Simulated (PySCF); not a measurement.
# Polarisability and C₆ of Bi⁺ (bismuth, charge +1)

[Xe] 4f14 5d10 6s2 6p2, high-spin 3P determinant. Calculation: PySCF 2.14, in aug-cc-pwCVTZ-PP with ECP60MDF (8s7p6d4f1g, 96 functions); a scalar-relativistic core potential. Coupled (time-dependent) response in atomic units; α is the mean over directions.

```
method  mean α (bohr³)         α xx, yy, zz  C₆ (like pair)  S(−4)
   UHF           27.61  24.20, 29.32, 29.32           260.1  187.2
   PBE           27.99  23.67, 30.16, 30.16           260.0  213.5
  PBE0           27.44  23.49, 29.41, 29.41           255.3  196.3
```

S(−4) is the Cauchy moment in α(ω) = α(0) + S(−4) ω² + …

Spin-orbit coupling is absent.

α(iu) at UHF:

| u (hartree) | α(iu) (bohr³) |
| --- | --- |
| 0 | 27.61 |
| 0.0500 | 27.16 |
| 0.100 | 25.89 |
| 0.200 | 22.03 |
| 0.300 | 17.97 |
| 0.500 | 11.99 |
| 0.750 | 7.919 |
| 1.00 | 5.753 |
| 1.50 | 3.603 |
| 2.00 | 2.542 |
| 3.00 | 1.488 |
| 5.00 | 0.6855 |

For an ion, C₆ is the dispersion term alone; charge-induced terms of lower order in 1/R come first.

The components differ because the open shell of this determinant is not spherical; for a pure term their mean is the scalar polarisability.

Energies and moments cover only the electrons outside the core potential. Spin-orbit coupling is strong in this species (close to jj coupling), so the high-spin LS determinant is a model state, not a physical level.
